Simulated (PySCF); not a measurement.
One of the candidates below gave these computed data.

All candidates are C8H9F3.

| technique | computed result |
| --- | --- |
| NMR, other nuclei | isotropic shieldings of nuclei other than C and H, by class: 250 (3 F) ppm [GIAO PBE0/pcSseg-1] |
| Rotational structure | rotational constants A, B, C: 1.927, 0.658, 0.592 GHz [GFN2-xTB] |
| 13C NMR | chemical shifts (computed TMS as zero) by class: 147.6 (1 C), 147.2 (1 C), 139.4 (1 C), 139.3 (1 C), 132.9 (1 C), 131.3 (1 C), 122.8 (1 C), 22.4 (1 C) ppm [GIAO PBE0/pcSseg-1] |
| 1H NMR | chemical shifts (computed TMS as zero) by class: 6.47 (1 H), 6.45 (1 H), 6.25 (1 H), 5.94 (1 H), 5.61 (1 H), 5.49 (1 H), 2.00 (3 H) ppm [GIAO PBE0/pcSseg-1] |
| Dipole | 2.93 D [PBE0/pcSseg-1] |

Gas-phase values; electronic properties from PySCF, density fitting. Levels stand in brackets. The structure is a single GFN2-xTB conformer in the gas phase; no vibrational or solvent corrections. NMR values are class means; diastereotopic atoms form classes of their own.

Problem. Which candidate is it?
A. `C=C(/C=C/C)C(=C)C(F)(F)F`
B. `CC/C=C/C#CCC(F)(F)F`
C. `C=CC(C=C)/C=C/C(F)(F)F`
D. `FC(F)=C(F)[C@]12CC[C@H](C1)C2`

Solution. A. It is `C=C(/C=C/C)C(=C)C(F)(F)F`. Numbering: `[CH2:1]=[C:2](/[CH:3]=[CH:4]/[CH3:5])[C:6](=[CH2:7])[C:8]([F:9])([F:10])[F:11]`. Its formula, C8H9F3, gives 3 degrees of unsaturation: 0 rings and 3 π bonds in the structure found. 8 carbons fall into 8 classes; from least to most shielded: fully substituted alkene carbon [C2] (147.6 ppm), fully substituted alkene carbon [C6] (147.2 ppm), alkene CH carbon [C3] (139.4 ppm), alkene CH carbon [C4] (139.3 ppm), CF3 carbon [C8] (132.9 ppm), terminal =CH2 carbon [C7] (131.3 ppm), terminal =CH2 carbon [C1] (122.8 ppm), allylic carbon [C5] (22.4 ppm). Hydrogen classes from least to most shielded: 1 H on a terminal =CH2 carbon, C7 (6.47 ppm), 1 H on an alkene CH carbon, C3 (6.45 ppm), 1 H on an alkene CH carbon, C4 (6.25 ppm), 1 H on a terminal =CH2 carbon, C7 (5.94 ppm), 1 H on a terminal =CH2 carbon, C1 (5.61 ppm), 1 H on a terminal =CH2 carbon, C1 (5.49 ppm), 3 H on an allylic carbon, C5 (2.00 ppm). The other shieldings belong to: 250 ppm, fluorine of a CF3 group [F9/F10/F11]. The optimised geometry has point group C1 and is an asymmetric top.

The others, at the same levels:
- `CC/C=C/C#CCC(F)(F)F` fails: its computed 13C shifts are 158.6 (1 C), 134.5 (1 C), 114.5 (1 C), 91.5 (1 C), 86.6 (1 C), 33.2 (1 C), 30.2 (1 C), 16.8 (1 C) ppm, 1H shifts are 6.58 (1 H), 5.75 (1 H), 3.24 (2 H), 2.22 (2 H), 1.10 (3 H) ppm and rotational constant A is 2.743 GHz (against 1.927 GHz).
- `C=CC(C=C)/C=C/C(F)(F)F` fails: it has 6 carbon classes against 8; its computed 13C shifts are 151.9 (1 C), 145.9 (2 C), 132.7 (1 C), 126.1 (1 C), 124.1 (2 C), 58.7 (1 C) ppm, 1H shifts are 6.66 (1 H), 5.95 (2 H), 5.69 (1 H), 5.57 (2 H), 5.49 (2 H), 3.44 (1 H) ppm and rotational constant A is 1.783 GHz (against 1.927 GHz).
- `FC(F)=C(F)[C@]12CC[C@H](C1)C2` fails: it has 7 carbon classes against 8; its computed 13C shifts are 167.9 (1 C), 139.9 (1 C), 48.7 (1 C), 43.0 (2 C), 37.9 (1 C), 30.9 (1 C), 30.9 (1 C) ppm, 1H shifts are 2.34 (1 H), 2.07 (2 H), 1.92 (2 H), 1.81 (2 H), 0.99 (2 H) ppm and rotational constant A is 2.187 GHz (against 1.927 GHz).

Each candidate is one conformer, not necessarily the lowest. The conformers computed, where there is a choice (atom-mapped SMILES and torsion angles):
- `[CH2:1]=[C:2](/[CH:3]=[CH:4]/[CH3:5])[C:6](=[CH2:7])[C:8]([F:9])([F:10])[F:11]`: C1–C2–C3–C4 -164°, C1–C2–C6–C7 -132°, C2–C6–C8–F9 157°
- `[CH3:1][CH2:2]/[CH:3]=[CH:4]/[C:5]#[C:6][CH2:7][C:8]([F:9])([F:10])[F:11]`: C1–C2–C3–C4 -119°, C6–C7–C8–F9 180°
- `[CH2:1]=[CH:2][CH:3]([CH:4]=[CH2:5])/[CH:6]=[CH:7]/[C:8]([F:9])([F:10])[F:11]`: C1–C2–C3–C4 -118°, C2–C3–C4–C5 123°, C2–C3–C6–C7 124°, C6–C7–C8–F9 -123°

The conformers of `FC(F)=C(F)[C@]12CC[C@H](C1)C2` aren't listed.
